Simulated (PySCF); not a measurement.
[(Cl)2Al]2O.
Geometry (PBE0-D3(BJ)/def2-SVP, Å), atoms numbered from 1 in this order:
```
atom  x, y, z in Å
Al1   -1.3831   -0.8950    0.2938
Cl2   -3.1330   -0.5308   -0.7659
Cl3   -1.3672   -2.3619    1.7667
O4     0.0102   -0.0161   -0.0342
Al5    1.4092    0.8666   -0.3241
Cl6    2.7721    0.2315   -1.7588
Cl7    1.7836    2.6037    0.7538
```

Method: PySCF 2.14.0, density-fitted response routines, TDDFT B3LYP/def2-SVPD, vertical, gas phase, core orbitals frozen in the response.

Frontier orbitals with the atoms that hold most of them (Löwdin shares over 4%, at most four atoms; ? is withheld):

```csv
orbital,ε (eV),atoms
HOMO-3,-9.54,"Cl7 36%, Cl6 35%, Cl3 11%, Cl2 10%"
HOMO-2,-9.53,"Cl3 36%, Cl2 34%, Cl7 11%, Cl6 10%"
HOMO-1,-9.18,"Cl7 37%, Cl6 36%, O4 10%, Cl3 8%"
HOMO,-9.18,"Cl3 38%, Cl2 36%, O4 10%, Cl7 8%"
LUMO,?,?
LUMO+1,-1.07,"Al1 25%, Al5 25%, O4 10%, Cl2 10%"
LUMO+2,-0.97,"Al5 27%, Al1 20%, O4 14%, Cl7 11%"
```

**Question.** Give the leading atoms of the LUMO.

**Answer.** Al5 (bonded to 2 Cl and O) 28%; Al1 (bonded to 2 Cl and O) 28%; O4 (bonded to 2 Al) 10%; Cl6 (bonded to Al) 9%. By element: aluminium 56%, oxygen 10%, chlorine 9% or more.

**Question.** What is the LUMO energy, and the HOMO–LUMO gap?

**Answer.** ε(LUMO) = -2.01 eV; the gap is 7.17 eV (0.2635 hartree).

**Question.** How does S1 compare with the orbital gap of 7.17 eV?

**Answer.** S1 is at 6.26 eV (f = 0.0029), 0.91 eV below the gap, made of HOMO-1/HOMO→LUMO (≥93%). S1/S2 lie within about 0.01 eV of each other. 

Next come S2 at 6.26 eV (f 0.0030), HOMO-1/HOMO→LUMO (≥93%); S3 at 6.61 eV (f 0.0000), HOMO-3/HOMO-2→LUMO (≥91%); S4 at 6.62 eV (f 0.0000), HOMO-3/HOMO-2→LUMO (≥91%); S5 at 6.85 eV (f 0.0003), HOMO-5→LUMO (88%).

Orbitals of the list HOMO-3 to LUMO+2 that lie within 0.01 eV of each other are written together with a slash and their weights summed (≥ marks a lower bound); for degenerate orbitals outside that list single weights are arbitrary.
